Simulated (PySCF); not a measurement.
C4H7O2S: g tensor and hyperfine couplings

Compound: C₄H₇O₂S (doublet state).
SMILES with atom numbers: `[CH3:1][C:2]([SH:3])[O:4][CH2:5][CH:6]=[O:7]` (hydrogens: H8, H9, H10 on C1; H11 on S3; H12, H13 on C5; H14 on C6)

Structure used (GFN2-xTB), in Å, numbered top down from 1:
```xyz
14
C4H7O2S angstrom
C     -1.6150   -0.8977    0.0460
C     -1.0241    0.4062   -0.3576
S     -1.6052    1.8404    0.4730
O      0.1661    0.5197   -0.9728
C      1.2674   -0.3208   -0.5816
C      1.8853    0.2162    0.6823
O      3.0587    0.4185    0.8419
H     -1.1091   -1.3489    0.9074
H     -1.5655   -1.6026   -0.7843
H     -2.6564   -0.7427    0.3161
H     -0.8473    2.6902   -0.2166
H      1.9820   -0.2847   -1.4060
H      0.9236   -1.3508   -0.4332
H      1.1390    0.4565    1.4631
```

The hyperfine couplings belong to this conformer and change with its torsions.

Level of theory: PySCF 2.14.0, UKS B3LYP, pcH-1 on C H O S, non-relativistic, mean-field spin-orbit, GIAO. Isolated species at its GFN2-xTB geometry (one conformer only). A GFN2-xTB geometry isn't a minimum of the functional, and hyperfine couplings can be far from their values at a DFT geometry. The SCF solution wasn't tested for stability.

```json
{"g1, g2, g3": "2.00177, 2.00354, 2.00599", "g_iso": "2.00377", "Form of g": "rhombic: the two nearest values differ by 42 % of g3 − g1", "⟨S²⟩": "0.7545 (exact 0.7500)", "α and β electrons": "32, 31", "HOMO–LUMO gap, α and β orbitals": "3.22, 5.40 eV", "Total energy": "-705.21664 Eh", "Basis functions": "255"}
```

Isotropic coupling and dipolar principal values T1 to T3, in G; ρ(0) is the spin density at the nucleus (MHz turned into gauss with g_iso; 10 G = 1 mT):

```tsv
atom	isotope	a_iso	of which spin–orbit	T1	T2	T3	Mulliken spin population	ρ(0) (bohr⁻³)
C1	13C	-8.7	0.0	-0.5	-0.3	0.8	-0.06	-0.0218
C2	13C	68.6	0.1	-26.7	-25.9	52.6	0.77	0.1709
S3	33S	1.0	-0.1	-6.4	-4.5	10.9	0.11	0.0090
O4	17O	-30.5	0.0	-8.4	4.1	4.3	0.03	0.1413
C5	13C	14.0	0.0	-1.9	-1.8	3.6	0.04	0.0350
C6	13C	1.5	0.0	-1.0	-0.1	1.1	0.01	0.0037
O7	17O	-0.8	0.0	-3.4	1.2	2.1	0.02	0.0038
H8	1H	38.1	0.0	-1.3	-1.2	2.4	0.06	0.0239
H9	1H	17.3	0.0	-1.7	-1.5	3.2	0.02	0.0109
H10	1H	4.2	0.0	-1.7	-1.4	3.2	0.00	0.0026
H11	1H	3.9	0.0	-1.3	-1.0	2.3	0.00	0.0024
H12	1H	-1.5	0.0	-1.3	-0.7	2.0	0.00	-0.0010
H13	1H	1.3	0.0	-1.5	-0.7	2.2	0.00	0.0008
H14	1H	-0.2	0.0	-1.0	-0.6	1.5	0.00	-0.0002
```

Largest spin populations (Mulliken): C2 (+0.77), S3 (+0.11) and C1 (-0.06). No atom but C2 exceeds +0.15. The angles at C2 add up to 356.6°, so it is nearly planar.

Axes: g2 points within 7° of the C2–S3 bond and g3 points within 12° of the S3–H11 bond.

Under fast tumbling the dipolar parts average out, and these isotropic splittings remain: 3 × 1H (H8/H9/H10, I = 1/2, 4 lines) with 1.99 mT and 1 × 1H (H11, I = 1/2, 2 lines) with 0.39 mT.

Nuclei that the bonding pattern makes equivalent are averaged, as if the motion that swaps them (rotation, inversion, ring flip) were fast. The three 1H nuclei of mean +55.8 MHz run from 11.8 to 106.9 MHz in the frozen geometry.

The 13C coupling of C2 (192.4 MHz) shows only in satellite lines or after enrichment, since that isotope makes up about 1.07 % of natural carbon.

The 17O coupling of O4 (-85.6 MHz) shows only in satellite lines or after enrichment, since that isotope makes up about 0.038 % of natural oxygen.

β density exceeds α density at some nuclei, such as C1 (-0.0218), spin density in bohr⁻³. In a single determinant that takes different orbitals for the two spins, that is spin polarisation.
